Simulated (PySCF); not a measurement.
Species: C₄H₆F₂N₂Si.
Numbering: `[F:1][CH:2]([F:3])[c:4]1[cH:5][n:6]([SiH3:7])[cH:8][n:9]1` (hydrogens: H10 on C2; H11 on C5; H12, H13, H14 on Si7; H15 on C8)

Structure used (GFN2-xTB), in Å, numbered top down from 1:
```xyz
15
C4H6F2N2Si angstrom
F      2.9552    1.3581   -0.7365
C      2.6707    0.1267   -0.2299
F      3.0136   -0.7507   -1.2129
C      1.2352    0.0034    0.1374
C      0.1223    0.1481   -0.6409
N     -0.9593   -0.0652    0.1680
Si    -2.6533   -0.0038   -0.3063
C     -0.4346   -0.3285    1.3979
N      0.8603   -0.2966    1.4181
H      3.3267   -0.0499    0.6341
H      0.0176    0.3801   -1.6801
H     -3.3721   -0.3146    0.9242
H     -2.8328   -1.0109   -1.3487
H     -2.9037    1.3498   -0.7946
H     -1.0501   -0.5381    2.2483
```

Computed with TDDFT PBE0/def2-SVPD, vertical, gas phase, core orbitals frozen in the response (PySCF 2.14.0, density-fitted response routines).

Ground-to-excited transition dipoles (e·a0, same axes as the geometry; the sign carries no meaning), for the states with f of 0.002 or more among the lowest 8:

```
state  E (eV)      μx      μy      μz
   S2   6.263  -0.544   0.126  -0.622
   S5   6.690  -0.236  -0.089   0.391
   S8   7.092  -0.250   0.038  -0.225
```

(1) Work out the oscillator strengths.

(2) Label these states by symmetry in Cs.

(3) What angle do the transition dipoles of S2 and S8 make?

(4) What peak molar absorption coefficient would the strongest computed level give as a lone Gaussian band 0.4 eV wide at half height?

Answers

(1) f = (2/3) ΔE |μ|² with ΔE in hartree (27.2114 eV).

```json
{"state": "S2", "|μ|² (au)": "0.699", "|μ| (D)": "2.13", "f": "0.107"}
{"state": "S5", "|μ|² (au)": "0.216", "|μ| (D)": "1.18", "f": "0.035"}
{"state": "S8", "|μ|² (au)": "0.115", "|μ| (D)": "0.86", "f": "0.020"}
```

(2) The ground state is totally symmetric, so the direction of μ fixes the label. Polarised in the mirror plane, so A′: S2, S5 and S8.

(3) |cos θ| = |μa·μb| / (|μa| |μb|) = 0.99, so θ ≈ 7° (taken between 0 and 90°, since the signs are arbitrary).

(4) ε(max) = 2.175×10⁸ f / FWHM, with the width in cm⁻¹. S2: 2.175×10⁸ × 0.1073 / 3226 ≈ 7200 L mol⁻¹ cm⁻¹.

One conformer stands for the species.
